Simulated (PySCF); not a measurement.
Dipole response of Ta (tantalum, neutral)

[Xe] 4f14 5d3 6s2, high-spin 4F determinant. Calculation: PySCF 2.14, in aug-cc-pwCVDZ-PP with ECP60MDF (6s6p5d3f, 70 functions); a scalar-relativistic core potential. Coupled (time-dependent) response in atomic units; α is the mean over directions. A double-zeta set is small for polarisabilities.

| method | mean α (bohr³) | C₆ (like pair) | S(−4) |
| --- | --- | --- | --- |
| UHF | 109.5 | 1449 | 8440 |
| PBE | 82.74 | 1049 | 2756 |
| PBE0 | 85.74 | 1101 | 2956 |

S(−4) is the Cauchy moment in α(ω) = α(0) + S(−4) ω² + …

Reference α: 74 ± 20 bohr³ (recommended; Schwerdtfeger and Nagle, table of static dipole polarizabilities (2023 update)). Published C₆: 887.0 (Gould and Bucko (2016)).

Spin-orbit coupling is absent.

Hartree-Fock lies above the reference because it lacks correlation, which contracts the outer shell.

α(iu) at UHF:

```json
{"u (hartree)": "0", "α(iu) (bohr³)": "109.5"}
{"u (hartree)": "0.0500", "α(iu) (bohr³)": "95.22"}
{"u (hartree)": "0.100", "α(iu) (bohr³)": "74.32"}
{"u (hartree)": "0.200", "α(iu) (bohr³)": "43.65"}
{"u (hartree)": "0.300", "α(iu) (bohr³)": "28.04"}
{"u (hartree)": "0.500", "α(iu) (bohr³)": "15.03"}
{"u (hartree)": "0.750", "α(iu) (bohr³)": "8.944"}
{"u (hartree)": "1.00", "α(iu) (bohr³)": "6.127"}
{"u (hartree)": "1.50", "α(iu) (bohr³)": "3.518"}
{"u (hartree)": "2.00", "α(iu) (bohr³)": "2.312"}
{"u (hartree)": "3.00", "α(iu) (bohr³)": "1.216"}
{"u (hartree)": "5.00", "α(iu) (bohr³)": "0.4975"}
```

Energies and moments cover only the electrons outside the core potential. Spin-orbit coupling, absent here, splits the open shell strongly.
